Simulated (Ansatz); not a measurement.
Geometry optimisation, RKS PBE/cc-pVDZ (Ansatz 0.2.0).

The input (input.yaml):

```yaml
crystal:
  periodic: [false, false, false]
  atoms:
    - { symbol: O, position_ang: [-1.44052, 1.30084, -0.74832] }
    - { symbol: S, position_ang: [-0.52612, 1.47503, 0.66767] }
    - { symbol: C, position_ang: [0.10859, -0.14853, 0.90465] }
    - { symbol: Si, position_ang: [1.19473, -0.82131, -0.31345] }
    - { symbol: H, position_ang: [-2.35862, 1.13415, -0.51089] }
    - { symbol: H, position_ang: [-0.27274, -0.67128, 1.76773] }
    - { symbol: H, position_ang: [1.73189, -0.03816, -1.41334] }
    - { symbol: H, position_ang: [1.5628, -2.23073, -0.35405] }
basis:
  gaussian: { orbitals: cc-pVDZ }
hamiltonian:
  xc: pbe
relax:
  f_tol: 0.015
  max_steps: 40
```

Command:

```bash
$ ansatz run input.yaml --threads 1 --pin off --max-ram 2048MiB --backend cpu --events-out ev --progress --plain --runs-dir out
```

Q: Where does it end, and by what steps?

A: The run converged. After 17 steps the energy has fallen by 0.278 eV; H7 moved furthest, 0.91 Å.

```tsv
step	energy less start (eV)	largest force component (eV/Å)	accepted
0	0.0000	1.372	yes
1	-0.1101	0.739	yes
2	-0.1261	0.301	yes
3	-0.1308	0.290	yes
4	-0.1381	0.192	yes
5	-0.1475	0.204	yes
6	-0.1484	0.931	yes
7	-0.1808	0.488	yes
8	-0.2342	0.366	yes
9	-0.2542	0.208	yes
10	-0.2384	0.990	no
11	-0.2715	0.200	yes
12	-0.2757	0.129	yes
13	-0.2749	0.283	no
14	-0.2769	0.033	yes
15	-0.2767	0.091	no
16	-0.2775	0.043	yes
17	-0.2778	0.014	yes
```

```xyz
8
Properties=species:S:1:pos:R:3
O -1.088 1.705 -0.600
S -1.059 1.163 1.022
C 0.017 -0.188 0.944
Si 1.138 -0.698 -0.328
H -1.671 1.063 -1.068
H 0.070 -0.697 1.926
H 0.911 -0.262 -1.744
H 1.682 -2.086 -0.151
```

Run time: 57 s on 1 thread of Arm Neoverse V1, on a shared host, peak memory 0.14 GiB.
